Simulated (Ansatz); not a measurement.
Breaking the Ga1–I4 bond in GaH2I (SMILES [GaH2][I]) (multiplicity 1 held, fragments rigid). Energies count from the point at 2.512 Å.
Geometry at that point (charge 0, multiplicity 1):
```xyz
4

Ga    -0.821    -1.276     0.215
H     -0.271    -2.265     1.287
H     -2.099    -1.418    -0.666
I      0.525     0.816    -0.138
```

Restricted levels (R-, RO-) in cc, def2 and unpolarised 6-31G sets keep to the state of the molecule at rest. Active spaces are followed from a long bond inwards. Curves can end on different states.

Correlated levels freeze the cores. Filled d and f shells under p-block atoms count as core.

The values were computed with Ansatz (a quantum-chemistry and plane-wave program). Values without a source in brackets are computed. In def2 rows elements past Kr take small-core potentials, without spin–orbit coupling.

Energies in kcal/mol.

```tsv
R (Å)	R-CCSD(T)/def2-SVP	CASSCF(6,4)/def2-SVP	FIC-MRCISD on CASSCF(6,4)/def2-SVP	FIC-MRCISD+Q on CASSCF(6,4)/def2-SVP
2.010	66.4	68.3	66.6	66.7
2.261	12.0	13.1	12.1	12.1
2.512	0.0	0.0	0.0	0.0
2.763	5.3	4.2	5.1	5.2
3.015	16.9	14.6	16.5	16.7
3.392	36.2	32.2	35.3	35.7
3.768	52.7	47.5	51.5	52.0
4.396	70.4	63.7	69.2	69.9
5.025	71.6	69.7	76.0	77.0
5.778	52.9	71.4	78.0	79.0
6.783	29.7	71.7	78.4	79.4
8.039	24.6	71.8	78.5	79.5
```

Doubts at one or more of the structures used: a restricted determinant that unrestricted orbitals would lower (R-CCSD(T)/def2-SVP); T1 above 0.05 (R-CCSD(T)/def2-SVP); other coupled-cluster roots lie near (R-CCSD(T)/def2-SVP); active orbitals that take no part (CASSCF(6,4)/def2-SVP, FIC-MRCISD on CASSCF(6,4)/def2-SVP, FIC-MRCISD+Q on CASSCF(6,4)/def2-SVP).
